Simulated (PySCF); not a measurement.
Molfile (atoms numbered from 1):
```
C5HF3O3
     RDKit          3D

 12 12  0  0  0  0  0  0  0  0999 V2000
    3.3449   -0.0852   -0.6937 O   0  0  0  0  0  0  0  0  0  0  0  0
    2.1897    0.0713   -0.4630 C   0  0  0  0  0  0  0  0  0  0  0  0
    1.2135    1.1927   -0.5110 C   0  0  0  0  0  0  0  0  0  0  0  0
    1.3167    2.4579   -0.8431 F   0  0  0  0  0  0  0  0  0  0  0  0
    0.1599    0.4381   -0.0773 C   0  0  0  0  0  0  0  0  0  0  0  0
   -1.1194    0.7301    0.1582 O   0  0  0  0  0  0  0  0  0  0  0  0
   -1.9698   -0.3171    0.4671 C   0  0  0  0  0  0  0  0  0  0  0  0
   -3.0250    0.2061    1.0859 F   0  0  0  0  0  0  0  0  0  0  0  0
   -2.4123   -0.8880   -0.6655 F   0  0  0  0  0  0  0  0  0  0  0  0
    1.0057   -0.7919    0.0348 C   0  0  0  0  0  0  0  0  0  0  0  0
    0.8118   -1.9168    0.3817 O   0  0  0  0  0  0  0  0  0  0  0  0
   -1.5147   -1.0978    1.0999 H   0  0  0  0  0  0  0  0  0  0  0  0
  1  2  2  0
  2  3  1  0
  3  4  1  0
  3  5  2  0
  5  6  1  0
  6  7  1  0
  7  8  1  0
  7  9  1  0
  5 10  1  0
 10 11  2  0
 10  2  1  0
  7 12  1  0
M  END
```

How the numbers were obtained: shieldings: GIAO PBE0/pcSseg-1, structure optimised with GFN2-xTB, in PySCF 2.14 (non-relativistic Hamiltonian, a single conformation, no solvent model, one averaged value for each set of equivalent atoms).

**Question.** List the cross peaks expected in HSQC, COSY and HMBC spectra.

**Answer.** 

HSQC (one-bond C–H):
```tsv
δH	δC
7.77 (H12)	120.8 (C7)
```

HMBC (two and three bonds, from the bond graph):
```tsv
δH	δC
7.77 (H12)	192.2 (C5)
```

No COSY cross peaks are expected.

Referencing at the same level of theory: 1H, 13C vs TMS.

Shifts are as computed. Against solution values, carbons near 30 ppm lie about +3 ppm off and those near 130 ppm about +5 ppm. Of 1211 compounds with measured shifts, 218 miss one by over three times the rms of a fit or turn the order of signals round; such compounds aren't used in these exercises.
